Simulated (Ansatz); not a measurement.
Reaction (ligand exchange at the Si–O bond): `C[SiH2]O[SiH2]O` + `OCF` → `C[SiH2]OCF` + `O[SiH2]O`

Program: Ansatz. Geometries: PBE0-D4/def2-TZVP. ΔE: electronic, gas phase. CBS: MP2 limit from def2 TZ/QZ plus the TZ coupled-cluster correction, frozen cores. DFT in def2-TZVPP. B3LYP here is the variant with VWN-RPA as its local correlation; programs differ in this. One conformer a species, not always the lowest.

| level | ΔE (kJ/mol) |
| --- | --- |
| PBE0-D4 | 20.4 |
| B3LYP-D4 | 21.3 |
| B2PLYP | 18.7 |
| B3LYP | 18.3 |
| MP2/def2-TZVPP | 19.2 |
| SCS-MP2/def2-TZVPP | 20.3 |
| HF/def2-QZVPP | 25.6 |
| MP2/def2-QZVPP | 19.6 |

Q: What does CCSD(T)/CBS give? (Estimate.)

A: The calculation gave: +20.1 kJ/mol. The listed levels differ from it by 0.3, 1.2, -1.4, -1.8, -0.9, 0.2, 5.5, -0.5 kJ/mol.

Largest T1 diagnostic among the species: 0.011.

In def2-TZVPP, CCSD(T) changes the Hartree–Fock value by −4.8 kJ/mol (the triples alone add −0.9 kJ/mol) and MP2 by −5.5 kJ/mol.

CCSD(T)/CBS has its own doubt, a few kJ/mol and more with outer-core shells, so smaller differences from it don't rank the levels.
